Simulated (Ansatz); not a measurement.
Ansatz (a first-principles code) input:
A basis named .json is the Basis Set Exchange file of that set.

Ansatz 0.2 input:
```yaml
crystal:
  periodic: [false, false, false]
  atoms:
    - {symbol: Si, position_ang: [-0.80975683, -0.08487436, -0.38929348]}
    - {symbol: C, position_ang: [-1.80513029, 1.48571223, -0.80185736]}
    - {symbol: C, position_ang: [-1.81533946, -0.94533836, 0.98644362]}
    - {symbol: N, position_ang: [0.75546583, 0.23273508, -0.02452919]}
    - {symbol: Si, position_ang: [2.29234032, -0.24978499, 0.26911970]}
    - {symbol: H, position_ang: [-1.05084489, -0.97691624, -1.59486668]}
    - {symbol: H, position_ang: [-2.84451770, 1.25608265, -1.06142513]}
    - {symbol: H, position_ang: [-1.35008697, 2.01293920, -1.64477726]}
    - {symbol: H, position_ang: [-1.80725529, 2.16925319, 0.05296796]}
    - {symbol: H, position_ang: [-2.85508161, -1.12027350, 0.68743500]}
    - {symbol: H, position_ang: [-1.36698948, -1.91020677, 1.23953221]}
    - {symbol: H, position_ang: [-1.81781974, -0.33482866, 1.89490532]}
    - {symbol: H, position_ang: [2.94268691, -1.15679136, -0.75724462]}
    - {symbol: H, position_ang: [3.28616380, 0.88348699, 0.37220616]}
    - {symbol: H, position_ang: [2.54213387, -1.00890321, 1.55788680]}
basis:
  gaussian:
    orbitals: cc-pwCVTZ.json
total_charge: -1
magnetization: {spin_polarized: false}
correlation: {method: ccsd_t, electrons: outside_noble_gas}
```

**Question.** Which total energy does the run end on?

**Answer.** -714.97195 Eh (CCSD(T)/cc-pwCVTZ).

It need not be the lowest isomer of its formula. Whether it binds its extra electron was not tested at this geometry.
